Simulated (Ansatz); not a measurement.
`CC[Si](F)(F)F` + `C[CH2][SnH3]` → `F[Si](F)(F)[SnH3]` + `CCCC` at 500 K and 1 bar (formal exchange of groups at the Si–C bond).

Program: Ansatz. Geometries: PBE0-D4/def2-TZVP. ΔE: electronic, gas phase. CCSD(T)/CBS is the MP2 limit (def2-TZVPP, def2-QZVPP) plus CCSD(T) − MP2 in def2-TZVPP, frozen cores. Elements past krypton have def2 core potentials. For Sn outer-core shells are correlated without core-valence functions, which leaves a few kJ/mol of doubt a bond. One conformer a species, not always the lowest.

| species | CCSD(T)/CBS energy (Eh) | H − E (kJ/mol) | S (J/(mol·K)) |
| --- | --- | --- | --- |
| `CC[Si](F)(F)F` | -667.80639 | 246.6 | 424.7 |
| `C[CH2][SnH3]` | -294.92046 | 264.8 | 386.2 |
| `F[Si](F)(F)[SnH3]` | -804.48109 | 127.4 | 434.1 |
| `CCCC` | -158.24160 | 387.8 | 359.7 |

H − E and S are ideal-gas, rigid-rotor, harmonic terms from PBE0-D4/def2-TZVP, for one conformer and one mirror image of each species. 1 Eh = 2625.50 kJ/mol, R = 8.31446 J/(mol·K).

Task: By hand: ΔE, ΔH, ΔS and ΔG.

Result: ΔE = (-804.48109) + (-158.24160) − (-667.80639) − (-294.92046) = 0.00416 Eh = 10.9 kJ/mol. Δ(H − E) = 127.4 + 387.8 − 246.6 − 264.8 = 3.8, so ΔH = 14.7 kJ/mol. ΔS = 434.1 + 359.7 − 424.7 − 386.2 = -17.1 J/(mol·K). ΔG = 14.7 − 500 × (-17.1)/1000 = 23.2 kJ/mol.

Task: By hand: the equilibrium constant, and the temperature at which ΔG would vanish if ΔH and ΔS stayed fixed.

Result: log₁₀ K = −ΔG/(RT ln 10) = -2.4. ΔH and −TΔS have one sign here, so there is no such temperature.

TΔS isn't small against ΔH here. A doubt of 5 kJ/mol in ΔE shifts log₁₀ K by 0.5 here. Other conformers and mirror images would add mixing entropy, several J/(mol·K) or more a flexible species. Modes under 60 cm⁻¹, often nearly free rotors, make the harmonic entropy too high. These are equilibria of isolated gas molecules and say nothing of rates. Largest T1 diagnostic: 0.013 (customary marks: 0.02 for closed shells, 0.045 for open ones).
